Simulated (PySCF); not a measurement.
Molecule: SMILES CC(C)(C)S(C)(=O)=O, C₅H₁₂O₂S.

Geometry:
```
atom   x (Å)   y (Å)   z (Å)
  C1  -1.275  -0.907   0.937
  C2  -0.232  -0.147   0.120
  C3  -0.434   1.358   0.230
  C4  -0.193  -0.638  -1.320
  S5   1.353  -0.596   0.940
  C6   2.656   0.259   0.064
  O7   1.322  -0.047   2.298
  O8   1.565  -2.030   0.733
  H9  -1.085  -1.989   0.903
 H10  -1.260  -0.583   1.987
 H11  -2.274  -0.710   0.520
 H12   0.281   1.918  -0.391
 H13  -1.445   1.615  -0.121
 H14  -0.333   1.687   1.274
 H15   0.077  -1.703  -1.359
 H16   0.523  -0.068  -1.933
 H17  -1.188  -0.512  -1.775
 H18   3.567  -0.040   0.598
 H19   2.514   1.343   0.139
 H20   2.700  -0.083  -0.977
```

Geometry PBE0-D3(BJ)/def2-SVP throughout; GIAO in PySCF, gas phase, one conformer, non-relativistic; equivalent atoms averaged; functional PBE0.

Q: How do the shifts δ (against TMS, CS2, H2O at the same level) depend on the basis set? (ppm; last column core-seconds on 1 thread of an Arm Neoverse V1, shared host)

A: 
```csv
basis set,functions,C2,C6,C1/C3/C4,S5,O7/O8,H18/H19/H20,H9/H10/H11/H12/H13/H14/H15/H16/H17,core-s
STO-3G,56,45.1,23.6,23.6,-47.8,124.9,1.59,0.98,8.1
pcSseg-0,100,68.0,41.8,25.6,305.8,195.5,2.88,1.50,14
6-31G,100,64.3,34.9,23.2,261.1,143.5,2.26,1.45,17
6-31G*,140,57.6,32.3,22.4,313.9,158.3,2.13,1.27,25
cc-pVDZ,176,63.6,34.5,23.5,297.0,182.3,2.34,1.22,32
def2-SVP,176,60.7,34.2,22.6,313.7,184.1,2.45,1.19,35
pcSseg-1,203,62.4,36.7,23.7,322.1,195.0,2.55,1.28,38
aug-cc-pVDZ,296,64.9,34.2,22.1,299.9,172.2,2.51,1.36,77
"6-311+G(2d,p)",296,64.1,35.9,23.0,354.3,193.5,2.51,1.30,86
def2-TZVP,326,63.8,35.6,23.6,373.4,199.6,2.44,1.32,100
```

Q: Which nucleus moves most, in ppm?

A: S5 (sulfone sulfur): from -47.8 ppm with STO-3G to 373.4 ppm with def2-TZVP. The smallest spread is 0.51 ppm, at H9/H10/H11/H12/H13/H14/H15/H16/H17. Proton shifts span only some 12 ppm, so a few tenths of a ppm matter as much there as several ppm in carbon.

Q: Taking the largest basis, def2-TZVP (326 functions), as the yardstick, rank the others by their worst heavy-atom deviation.

A: 6-311+G(2d,p) 19.1 ppm (296 functions), pcSseg-1 51.4 ppm (203 functions), 6-31G* 59.6 ppm (140 functions), def2-SVP 59.7 ppm (176 functions), pcSseg-0 67.7 ppm (100 functions), aug-cc-pVDZ 73.5 ppm (296 functions), cc-pVDZ 76.4 ppm (176 functions), 6-31G 112.3 ppm (100 functions), STO-3G 421.2 ppm (56 functions).

A small basis that lands close on one nucleus may do so by chance; judge by the trend and by all nuclei.
